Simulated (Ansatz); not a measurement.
`[GeH3][SiH]1CS1` + `CC(F)BF` → `F[Si]1([GeH3])CS1` + `BC(C)F`  (redistribution)

Gas-phase electronic energies from Ansatz, PBE0-D4/def2-TZVP geometries. CBS: MP2 limit from def2 TZ/QZ plus the TZ coupled-cluster correction, frozen cores. Functionals use def2-TZVPP. B3LYP here is the variant with VWN-RPA as its local correlation; programs differ in this. For Ge outer-core shells are correlated without core-valence functions, which leaves a few kJ/mol of doubt a bond. Scalar relativity is left out up to krypton. One conformer a species, not always the lowest.

```csv
level,ΔE (kcal/mol)
r2SCAN-D4,3.9
ωB97X-V,3.8
B2PLYP,3.9
r2SCAN,3.9
B3LYP,4.0
MP2/def2-TZVPP,4.0
MP2/def2-QZVPP,3.3
MP2/CBS(def2),3.0
```

Q: What does CCSD(T)/CBS give? (Best estimate.)

A: The calculation gave: +3.6 kcal/mol. The listed levels differ from it by 0.3, 0.2, 0.3, 0.3, 0.4, 0.4, -0.3, -0.6 kcal/mol.

Largest T1 diagnostic among the species: 0.013.
